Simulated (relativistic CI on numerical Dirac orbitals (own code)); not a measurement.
## Radial parameters of Tl¹²⁺

These numbers are calculated, not measured: Dirac-Coulomb-Breit CI, separate exchange-only KLI orbitals for each configuration, QED by a radiative potential, unscaled Slater integrals (own radial code, finite nucleus).

Slater integrals F^k, G^k are unscaled and averaged over j, outside the closed core [Kr] 4d10 4f14; ζ comes from projecting the Hamiltonian with its Breit term on Σ l·s of the shell.

- 5s2 5p6 5d: ζ(5d) = 11421 cm⁻¹; <r>(5d) = 1.086, <r^2>(5d) = 1.324 (bohr units).
- 5s2 5p6 5f: ζ(5f) = 989.52 cm⁻¹; <r>(5f) = 1.398, <r^2>(5f) = 2.212 (bohr units).
- 5s2 5p5 5d2: ζ(5p) = 127190, F^2(5d,5d) = 98021, F^4(5d,5d) = 67221, F^2(5p,5d) = 102530, G^1(5p,5d) = 126220, G^3(5p,5d) = 80135, ζ(5d) = 11589 cm⁻¹; <r>(5p) = 0.9299, <r^2>(5p) = 0.9672, <r>(5d) = 1.083, <r^2>(5d) = 1.317 (bohr units).

Give the Racah parameters of the d shell in 5s2 5p5 5d2.

B = F²/49 − 5F⁴/441 = 1238 cm⁻¹ and C = 35F⁴/441 = 5335 cm⁻¹.

In this model ζ of a weakly bound d, f or g electron outside closed shells comes out too small, for d by up to a factor of two or three and at times with the wrong sign; that of an outer p electron is too small as well.

Averages of the first 10 configurations, taken without configuration mixing, which lowers the lowest level and can move excited configurations by several eV; other configurations of the list can lie among them:

```tsv
Configuration	Parity	States	Average energy above the lowest level (eV)
5s2 5p6 5d	even	10	3.0
5s2 5p6 5f	odd	14	77.1
5s2 5p6 6s	even	2	49.1
5s2 5p5 5d2	odd	270	78.3
5s2 5p6 6p	odd	6	70.6
5s2 5p6 5g	even	18	124.1
5s 5p6 5d2	even	90	142.5
5s2 5p5 5d 5f	even	840	151.9
5s2 5p6 6d	even	10	99.4
5s2 5p6 7s	even	2	115.3
```
